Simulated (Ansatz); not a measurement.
Ansatz (a first-principles code) input (CCSD(T)/aug-cc-pVDZ):

Ansatz 0.2 input:
```yaml
crystal:
  periodic: [false, false, false]
  atoms:
    - {symbol: B, position_ang: [1.41155008, 0.04231888, -0.16385306]}
    - {symbol: O, position_ang: [0.06571223, 0.41031435, 0.11165855]}
    - {symbol: C, position_ang: [-1.16694541, -0.45831144, 0.01179638]}
    - {symbol: H, position_ang: [1.55692687, -1.07242527, -0.50764320]}
    - {symbol: H, position_ang: [2.19013816, 0.91056289, -0.00741720]}
    - {symbol: H, position_ang: [-0.80143997, -1.42434030, -0.31603117]}
    - {symbol: H, position_ang: [-1.59823926, -0.49286798, 1.00667723]}
    - {symbol: H, position_ang: [-1.81394576, 0.01188677, -0.72121156]}
    - {symbol: H, position_ang: [-0.11521579, 1.32294340, 0.40084452]}
basis:
  gaussian:
    orbitals: aug-cc-pVDZ
total_charge: 1
magnetization: {spin_polarized: false}
correlation: {method: ccsd_t, electrons: outside_noble_gas}
output: {forces: true}
```

Output:

```
Functional definition: HF
integrals: 0.23 GiB planned
1187 factors; integrals over basis functions are off by at most 7.1e-4 eV
mean field: 0.39 GiB planned
mean field evaluation 1: about -3823.2211 eV, gradient 4.7e1 eV
mean field evaluation 2: about -3823.2199 eV, gradient 4.7e1 eV
mean field evaluation 4: about -3827.6140 eV, gradient 3.7e0 eV
mean field evaluation 8: about -3827.6558 eV, gradient 1.1e-4 eV
mean field evaluation 16: about -3827.6574 eV, gradient 1.6e-1 eV
mean field -3827.65576399 eV, -140.6637548484 hartree, gradient 9.8e-7 eV, S^2 0.000000; 0 other end points of the search recorded, 0 dependent functions left out
3 core orbitals not correlated
reference -3827.65576399 eV, -140.6637548484 hartree; 9, 9 occupied and 111, 111 virtual orbitals, 1187 factors
densities: 1.31 GiB planned
second order -11.55961929 eV of doubles, -0.00000000 eV of singles
coupled cluster: 0.71 GiB planned
cycle   1  -12.21944822 eV  change   -6.6e-1 eV  update   7.7e-2
cycle   2  -12.57009298 eV  change   -3.5e-1 eV  update   2.2e-2
cycle   3  -12.64117777 eV  change   -7.1e-2 eV  update   1.1e-2
cycle   4  -12.63665274 eV  change    4.5e-3 eV  update   2.8e-3
cycle   5  -12.63717950 eV  change   -5.3e-4 eV  update   1.1e-3
cycle   6  -12.63726912 eV  change   -9.0e-5 eV  update   3.3e-4
cycle   7  -12.63710348 eV  change    1.7e-4 eV  update   1.0e-4
cycle   8  -12.63709490 eV  change    8.6e-6 eV  update   2.8e-5
cycle   9  -12.63709546 eV  change   -5.6e-7 eV  update   7.4e-6
perturbative correction -0.32948261 eV, -0.0121082625 hartree
the calculation of the forces begins
Total energy: -3840.62234206 eV, -141.1402678035 hartree
Atom 0 at     1.411550     0.042319    -0.163853 Å, force     0.443470    -0.113214    -0.088434 eV/Å
Atom 1 at     0.065712     0.410314     0.111659 Å, force    -0.577563     0.295461     0.158413 eV/Å
Atom 2 at    -1.166945    -0.458311     0.011796 Å, force     0.087203     0.059537     0.006506 eV/Å
Atom 3 at     1.556927    -1.072425    -0.507643 Å, force     0.020391    -0.410611    -0.122494 eV/Å
Atom 4 at     2.190138     0.910563    -0.007417 Å, force     0.270798     0.314819     0.058160 eV/Å
Atom 5 at    -0.801440    -1.424340    -0.316031 Å, force     0.196118    -0.430958    -0.150375 eV/Å
Atom 6 at    -1.598239    -0.492868     1.006677 Å, force    -0.178064    -0.004515     0.442931 eV/Å
Atom 7 at    -1.813946     0.011887    -0.721212 Å, force    -0.273774     0.219446    -0.323738 eV/Å
Atom 8 at    -0.115216     1.322943     0.400845 Å, force     0.011421     0.070033     0.019033 eV/Å
Dipole moment:    -0.164555     0.216120     0.083676 e Å
```

It need not be the lowest isomer of its formula.
